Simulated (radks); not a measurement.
Pt, 78 electrons, occupied as [Xe] 4f14 5d9 6s1. All-electron calculation, Dirac Kohn-Sham, LDA (Slater exchange, Perdew-Zunger correlation), spin-unpolarised, spherical densities, point nucleus; open shells fill j = l - 1/2 first. Program: a radial shooting solver on a logarithmic mesh with Libxc functionals.

Normalised radial functions P(r) = r R(r) (large component), r in bohr:

r            5d3/2    6s1/2    5d5/2
0.0006412   0.0000   0.0165   0.0000
0.0008901   0.0000   0.0212   0.0000
0.001226    0.0000   0.0267   0.0000
0.001702    0.0001   0.0334   0.0000
0.002343    0.0001   0.0409   0.0000
0.003253    0.0003   0.0490   0.0001
0.00448     0.0006   0.0563   0.0003
0.006219    0.0012   0.0612   0.0008
0.008564    0.0027   0.0602   0.0019
0.01189     0.0061   0.0491   0.0045
0.01637     0.0132   0.0244   0.0103
0.02273     0.0282  -0.0161   0.0231
0.0313      0.0563  -0.0625   0.0479
0.04345     0.1057  -0.0941   0.0931
0.06031     0.1772  -0.0753   0.1608
0.08306     0.2485   0.0083   0.2320
0.1153      0.2651   0.1132   0.2568
0.1588      0.1492   0.1205   0.1581
0.2204     -0.1178  -0.0320  -0.0912
0.3035     -0.3666  -0.1872  -0.3402
0.4214     -0.3410  -0.1002  -0.3421
0.5803      0.0385   0.1814   0.0011
0.8056      0.5467   0.2985   0.4924
1.109       0.8294   0.0379   0.7906
1.54        0.7870  -0.3924   0.7809
2.121       0.5574  -0.6406   0.5772
2.944       0.3061  -0.6041   0.3355
4.087       0.1291  -0.3846   0.1529
5.628       0.0400  -0.1671   0.0526
7.813       0.0076  -0.0436   0.0116
10.76       0.0008  -0.0065   0.0015
14.94       0.0000  -0.0004   0.0001

5d3/2: eigenvalue -7.168 eV, 2 radial nodes at r = 0.194, 0.566 bohr, <r> = 1.65 bohr, 90 % of the charge inside 2.63 bohr. 6s1/2: eigenvalue -5.969 eV, 5 radial nodes at r = 0.0202, 0.0810, 0.209, 0.476, 1.14 bohr, <r> = 2.91 bohr, 90 % of the charge inside 4.37 bohr. 5d5/2: eigenvalue -5.833 eV, 2 radial nodes at r = 0.198, 0.580 bohr, <r> = 1.74 bohr, 90 % of the charge inside 2.80 bohr.
